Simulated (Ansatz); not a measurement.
Consider the redistribution: `[NH2][Al]([OH])[F]` + `BO[CH2][GeH3]` → `B[O][Al]([OH])[F]` + `N[CH2][GeH3]`.

Calculated with Ansatz (gas phase, PBE0-D4/def2-TZVP geometries, no zero-point term in ΔE). CBS: MP2 limit from def2 TZ/QZ plus the TZ coupled-cluster correction, frozen cores. DFT in def2-TZVPP. For Ge outer-core shells are correlated without core-valence functions, which leaves a few kJ/mol of doubt a bond. Scalar relativity is left out up to krypton. One conformer a species, not always the lowest.

`[NH2][Al]([OH])[F]`:

Z-matrix (Å, degrees):
```
N
Al 1 1.755
H 1 1.006 2 123.7
H 1 1.006 2 125.7 3 -180.0
O 2 1.685 1 124.9 3 180.0
F 2 1.644 1 118.1 3 -0.0
H 5 0.954 2 124.9 1 -0.1
```

`BO[CH2][GeH3]`:

Z-matrix (Å, degrees):
```
C
O 1 1.419
Ge 1 1.974 2 110.2
H 1 1.095 2 110.7 3 122.0
H 1 1.092 2 108.1 3 -119.5
B 2 1.341 1 122.3 3 -114.0
H 3 1.538 1 108.9 2 -178.9
H 3 1.535 1 109.8 2 -58.7
H 3 1.537 1 108.9 2 61.5
H 6 1.203 2 120.1 1 -1.0
H 6 1.196 2 116.7 1 179.1
```

`B[O][Al]([OH])[F]`:

Cartesian coordinates in Å:
```
B -0.684 1.604 0.876
O -0.213 0.446 0.407
Al 0.396 -0.982 -0.194
O 0.567 -1.168 -1.852
F 0.811 -2.172 0.855
H 0.084 2.494 1.133
H -1.869 1.739 1.035
H 0.909 -1.962 -2.260
```

`N[CH2][GeH3]`:

```xyz
10

N    -1.529    0.112    0.100
C    -0.221   -0.084    0.707
Ge    1.156   -0.186   -0.691
H    -1.575    1.000   -0.383
H    -2.260    0.116    0.801
H     0.074    0.682    1.440
H    -0.212   -1.044    1.231
H     1.049    1.061   -1.591
H     0.957   -1.440   -1.556
H     2.561   -0.217   -0.059
```

| level | ΔE (eV) |
| --- | --- |
| PBE0-D4 | -0.51 |
| PBE0 | -0.52 |
| HF/def2-TZVPP | -0.66 |
| MP2/CBS(def2) | -0.57 |

Q: What does CCSD(T)/CBS give? (Best estimate.)

A: Ansatz gave: -0.53 eV. The listed levels differ from it by 0.02, 0.01, -0.13, -0.04 eV.

Largest T1 diagnostic among the species: 0.013.

In def2-TZVPP, CCSD(T) changes the Hartree–Fock value by +0.13 eV (the triples alone add +0.03 eV) and MP2 by +0.10 eV. From PBE to PBE0 (25 % exact exchange), in def2-TZVPP and without D4, ΔE moves by −0.06 eV.
